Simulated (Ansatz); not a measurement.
Basis-set extrapolation for C2H6B2O2 (PBE0-D4/def2-TZVP geometry, frozen core, Ansatz). Multiplicity 1, RHF reference.

```
                      def2-TZVPP   def2-QZVPP
                 HF  -278.469838  -278.482574
    MP2 correlation    -0.993723    -1.064436
CCSD(T) correlation    -1.074754      not run
```

Energies in hartree. Use E(X) = E(∞) + A·exp(−7.88·√X) for Hartree–Fock and E(X) = E(∞) + B·X^(−2.97) for correlation, with X = 3 and 4, and add CCSD(T) minus MP2 of the smaller set to the MP2 limit.

What is the CCSD(T) energy at the basis-set limit?

HF limit: -278.482574 + (-0.012736) × 0.13774 = -278.48433. MP2 limit: -1.064436 + (-0.070713) × 0.74074 = -1.11682. Higher-order term: -1.074754 − (-0.993723) = -0.08103. Total: -279.68218 hartree, 361.2 kJ/mol below CCSD(T)/def2-TZVPP.
